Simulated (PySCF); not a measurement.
# Electron correlation in Rh²⁺ (rhodium, charge +2)

Starting occupation: [Kr] 4d7, 4d3/2 with m_j = -3/2, -1/2, +1/2, +3/2, 4d5/2 with m_j = +1/2, +3/2, +5/2. All numbers are calculated (PySCF 2.14, X2C-1e with screened-nucleus spin-orbit coupling, Gaussian nucleus, in x2c-QZVPPall-2c (13s12p9d4f2g, 140 functions)). Frozen: [Ar] 3d10; 15 electrons correlated; the 32 highest virtual spinors left out.

MP2 pair energies summed by pair of shells (mhartree):

```json
{"pair": "4d-4p", "energy": "-196.23", "share (%)": "39.2"}
{"pair": "4d-4d", "energy": "-164.15", "share (%)": "32.8"}
{"pair": "4p-4p", "energy": "-67.62", "share (%)": "13.5"}
{"pair": "4p-4s", "energy": "-34.38", "share (%)": "6.9"}
{"pair": "4d-4s", "energy": "-32.73", "share (%)": "6.5"}
{"pair": "4s-4s", "energy": "-5.28", "share (%)": "1.1"}
```

Total MP2 correlation energy: -500.40 mhartree.

The GHF reference relaxed away from the jj start to a determinant that is no pure jj level (⟨S²⟩ = 3.71, ⟨J²⟩ = 24.76); the energies belong to that determinant.

This basis was not built for core-valence correlation, so the inner-shell part is incomplete.
